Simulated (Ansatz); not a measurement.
`SB(Cl)Cl` + `C[SeH]` → `C[Se]B(Cl)Cl` + H₂S at 400 K and 1 bar (ligand exchange at a B–S bond).

Gas-phase electronic energies from Ansatz, PBE0-D4/def2-TZVP geometries. CBS: MP2 limit from def2 TZ/QZ plus the TZ coupled-cluster correction, frozen cores. This one scheme is used for every species. For Se outer-core shells are correlated without core-valence functions, which leaves a few kJ/mol of doubt a bond. Scalar relativity is left out up to krypton. Each species was taken in one conformer, which may not be the lowest.

| species | CCSD(T)/CBS energy (Eh) | H − E (kJ/mol) | S (J/(mol·K)) |
| --- | --- | --- | --- |
| `SB(Cl)Cl` | -1342.83724 | 66.5 | 332.8 |
| `C[SeH]` | -2441.15625 | 135.4 | 284.5 |
| `C[Se]B(Cl)Cl` | -3385.02344 | 149.0 | 393.7 |
| H₂S | -398.97279 | 53.4 | 215.9 |

H − E and S are ideal-gas, rigid-rotor, harmonic terms from PBE0-D4/def2-TZVP, for one conformer and one mirror image of each species. 1 Eh = 2625.50 kJ/mol, R = 8.31446 J/(mol·K).

Problem. By hand: ΔE, ΔH, ΔS and ΔG.

Solution. ΔE = (-3385.02344) + (-398.97279) − (-1342.83724) − (-2441.15625) = -0.00274 Eh = -7.2 kJ/mol. Δ(H − E) = 149.0 + 53.4 − 66.5 − 135.4 = 0.5, so ΔH = -6.7 kJ/mol. ΔS = 393.7 + 215.9 − 332.8 − 284.5 = -7.7 J/(mol·K). ΔG = -6.7 − 400 × (-7.7)/1000 = -3.6 kJ/mol.

Problem. By hand: the equilibrium constant, and the temperature at which ΔG would vanish if ΔH and ΔS stayed fixed.

Solution. log₁₀ K = −ΔG/(RT ln 10) = 0.5. ΔG = 0 at ΔH/ΔS = 870 K, though so small a ΔH makes that figure unsure.

TΔS isn't small against ΔH here. The sign of ΔG lies within the doubt. A doubt of 5 kJ/mol in ΔE shifts log₁₀ K by 0.7 here. Other conformers and mirror images would add mixing entropy, several J/(mol·K) or more a flexible species. These are equilibria of isolated gas molecules and say nothing of rates. Largest T1 diagnostic: 0.012 (customary marks: 0.02 for closed shells, 0.045 for open ones).
